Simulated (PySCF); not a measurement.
**[AsN2]-: breathing scan**

Level of theory: PBE0 in PySCF with As def2-TZVPD, N def2-TZVPD; no relativity; density-fitted integrals.

Rigid scan from the singlet minimum (As–N 1.646 Å (×2); N–As–N 180.0°). Coordinate: all bonds to the central atom scaled together. Energies in kJ/mol from the minimum.

(1) Predict the curve at 0.88, 0.92, 0.96, 1.00, 1.04, 1.08, 1.14, 1.22, 1.35.

Answers

(1) 
```tsv
scale of all bonds to the centre	E (kJ/mol)
0.88	249.9
0.92	97.2
0.96	21.4
1.00	0.0
1.04	16.7
1.08	59.5
1.14	153.8
1.22	306.6
1.35	563.2
```

At long bonds a restricted determinant can lie too high, and another spin state can fall below this curve.

Other isomers or separated fragments may lie lower.

The scan took 14 s on 2 threads of a shared Arm Neoverse V1 host; the process peaked at 1.1 GiB.
